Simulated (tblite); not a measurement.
C7H15NSi.
Numbering: `[CH3:1]/[C:2]([CH2:3][N:4]([CH3:5])[CH3:6])=[C:7]1\[CH2:8][SiH2:9]1` (hydrogens: H10, H11, H12 on C1; H13, H14 on C3; H15, H16, H17 on C5; H18, H19, H20 on C6; H21, H22 on C8; H23, H24 on Si9)

Structure used (GFN2-xTB), in Å, numbered top down from 1:
```xyz
24
C7H15NSi angstrom
C      0.5343   -2.0526   -0.3469
C      0.6363   -0.5559   -0.3927
C     -0.5857    0.1514   -0.9168
N     -1.7469   -0.1209   -0.0802
C     -1.5991    0.4692    1.2331
C     -2.9738    0.3107   -0.7125
C      1.7077    0.1081   -0.0035
C      3.0741   -0.1982    0.5522
Si     2.6750    1.6472    0.3334
H      0.5277   -2.4579   -1.3590
H      1.3719   -2.4809    0.1971
H     -0.4008   -2.3350    0.1331
H     -0.8099   -0.2265   -1.9200
H     -0.3786    1.2349   -0.9915
H     -2.4393    0.1652    1.8567
H     -0.6762    0.1091    1.6839
H     -1.5641    1.5703    1.1998
H     -3.0865   -0.2005   -1.6680
H     -3.0053    1.3982   -0.8909
H     -3.8149    0.0410   -0.0744
H      3.7582   -0.6977   -0.1234
H      3.1007   -0.6525    1.5358
H      3.3047    2.3657   -0.7619
H      2.3788    2.4272    1.5243
```

Calculated harmonic vibrations of the isolated species, GFN2-xTB (tblite), most abundant isotopes, no scaling. Against measured fundamentals such values can be off by several per cent, at times by over 20. Modes of hydrogen on silicon can be 10 to 20 % off. One conformer, not necessarily the lowest.

Harmonic wavenumbers (cm⁻¹): 41.3, 60.8, 112.7, 128.1, 133.8, 153.5, 216.3, 227.4, 230.8, 311.0, 353.0, 385.5, 405.3, 435.7, 456.8, 460.2, 495.6, 552.8, 646.2, 700.9, 732.2, 775.7, 878.2, 908.5, 946.3, 978.1, 993.6, 1021.3, 1032.0, 1043.2, 1052.4, 1079.6, 1105.1, 1166.7, 1186.9, 1221.5, 1262.8, 1272.2, 1334.6, 1384.4, 1411.0, 1423.3, 1425.5, 1463.9, 1471.2, 1481.3, 1485.2, 1490.2, 1496.1, 1498.1, 1780.8, 2332.1, 2340.1, 2795.8, 2832.5, 2843.8, 2933.3, 2994.5, 3004.7, 3010.1, 3010.4, 3023.5, 3025.9, 3027.3, 3027.6, 3046.4.

A = 2325, B = 746.7, C = 646.2 MHz; mass 141.097 u (most abundant isotopes); point group C1, symmetry number 1.

Problem. What is the zero-point energy?

Solution. Half the sum of the wavenumbers: 43779 cm⁻¹ = 523.71 kJ/mol.

Problem. What is S at 298.15 K and 1 bar for an ideal gas of classical rigid rotors and harmonic oscillators?

Solution. Translation 170.58, rotation 125.68, vibration 158.04: S = 454.3 J/(mol K).

Problem. And Cp and H(298.15 K) − H(0)?

Solution. Cp = 197.22 J/(mol K), of which vibrations give 163.96 (their classical limit is 66 R = 548.8); H(298.15 K) − H(0) = 34.95 kJ/mol without the zero-point energy, 25.04 from vibrations.

Problem. Which modes carry the vibrational entropy at 298.15 K?

Solution. 41.3 cm⁻¹: 21.74; 60.8 cm⁻¹: 18.54; 112.7 cm⁻¹: 13.48; 128.1 cm⁻¹: 12.44; 133.8 cm⁻¹: 12.09; 153.5 cm⁻¹: 11.00 J/(mol K); the other 60 give 68.74 together.

Problem. Blend soft modes into free rotors: weight 1/[1 + (100 cm⁻¹/ν̃)⁴] for the oscillator and the rest for a rotor with moment μB/(μ + B), μ = h/(8π²ν), B = 10⁻⁴⁴ kg m². What vibrational entropy results?

Solution. 146.60 J/(mol K) in place of 158.04, which changes −T·S at 298.15 K by +3.41 kJ/mol.

Problem. How do the functions run with temperature in this model?

Solution. 
```
 T (K)  S (J/(mol K))  Cp (J/(mol K))  H − H(0) (kJ/mol)  G − H(0) (kJ/mol)  ln q(vib)
    50          253.0            60.4               2.20             -10.45       0.66
   100          305.1            92.5               6.04             -24.46       2.16
373.15          502.7           235.0              51.17            -136.40      11.43
   500          579.6           291.9              84.70            -205.11      15.64
   750          714.8           374.9             168.77            -367.35      23.59
  1000          830.8           430.8             269.92            -560.92      30.99
```

q(vib) and H(0) count from the zero-point level.

Hindered rotation and anharmonicity are outside this model. Other conformers, if any are populated, would add a mixing term that is left out. The structure is chiral; the term R ln 2 for an equal mix with its mirror image is left out.
